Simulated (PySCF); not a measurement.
# In: excitation energy

In [Kr] 4d10 5s2 5p1 (2P) → In [Kr] 4d10 5s1 5p1 6s1 (4P), as a difference of total energies. Computed with PySCF 2.14 in aug-cc-pVTZ-PP with ECP28MDF (6s5p4d2f, 55 functions), with a scalar-relativistic core potential. Correlated levels: valence: 4s2 4p6 4d10 frozen. The calculations carry no spin-orbit coupling.

```json
{"method": "UHF", "excitation energy (cm⁻¹)": "53460"}
{"method": "LDA", "excitation energy (cm⁻¹)": "69850"}
{"method": "PBE", "excitation energy (cm⁻¹)": "66956"}
{"method": "PBE0", "excitation energy (cm⁻¹)": "64912"}
{"method": "r2SCAN", "excitation energy (cm⁻¹)": "65811"}
{"method": "B3LYP", "excitation energy (cm⁻¹)": "68043"}
{"method": "r2SCANh", "excitation energy (cm⁻¹)": "65284"}
{"method": "revPBE", "excitation energy (cm⁻¹)": "65913"}
{"method": "MP2 (valence)", "excitation energy (cm⁻¹)": "58834"}
{"method": "SCS-MP2 (valence)", "excitation energy (cm⁻¹)": "60564"}
```

The upper state lies above the first ionisation limit, but in LS coupling its spin forbids autoionisation to the ground ion; at this Z spin-orbit coupling breaks that rule. A Rydberg-like electron needs more diffuse functions than a valence basis has.

The promoted electron is Rydberg-like, and one or two diffuse shells describe it only roughly, which tends to raise the upper state.
